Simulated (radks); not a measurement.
The numbers below are computed, except where a source is named.
Excited configurations of Cr: one electron is placed in a higher orbital outside [Ar] 3d5. The ground configuration is [Ar] 3d5 4s1. Code: a radial shooting solver on a logarithmic mesh with Libxc functionals. Model: non-relativistic Kohn-Sham, SCAN, spin-polarised, spherical densities, point nucleus; open shells are filled with parallel spins first; meta-GGA in the generalised Kohn-Sham scheme. Excitation = E - E(ground); binding = E(ion) - E, where the ion is the core of charge +1; n* = 1/sqrt(2 binding) in atomic units, and the quantum defect is n - n*.

outer orbital  excitation (eV)  binding (eV)     n*  quantum defect  eigenvalue (eV)  <r> (bohr)
4d                       5.881         1.524  2.987           1.013           -0.699       10.52
4f                       6.524         0.881  3.930           0.070           -0.423       17.87
5p                       5.660         1.745  2.792           2.208           -1.028       11.61
5f                       6.784         0.621  4.679           0.321           -0.350       30.50
7f                       7.081         0.324  6.475           0.525           -0.211       64.33

The Delta-SCF ionisation energy is 7.405 eV (NIST Atomic Spectra Database: 6.767 eV, measured). Self-interaction in the functional shifts the binding energies and quantum defects, so they are the method's values and not measured ones. Open shells are spherical and high-spin; term and fine-structure splittings are not resolved.
